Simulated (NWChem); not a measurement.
# TaNH2SCl2; SMILES [Ta]([Cl])(=[S])([Cl])[NH2]

```xyz
7

Ta     0.0356    -0.1139     0.0000
S      1.9946     0.7702     0.0000
Cl    -1.1202     0.4519    -1.9163
Cl    -1.1202     0.4519     1.9163
N      0.3807    -2.0249     0.0000
H      1.2843    -2.4908     0.0000
H     -0.3757    -2.7100     0.0000
```
Atoms are numbered in this order, from 1.

Results from NWChem. Structure relaxed at the PBE0/def2-SVP level. Not confirmed as a minimum by frequencies. def2 effective core potentials on Ta; no spin-orbit coupling. Level SCAN/def2-SVP: energy and gradient on several grids; changes count from the extra-fine grid, which is no exact limit either.

| grid | size of the energy change (μHa) | largest change of a gradient component (μHa/bohr) |
|---|---|---|
| xcoarse | 40000 | 10000 |
| coarse | 6000 | 900 |
| medium | 3000 | 1000 |
| fine | 600 | 400 |
| xfine | < 10 | < 30 |
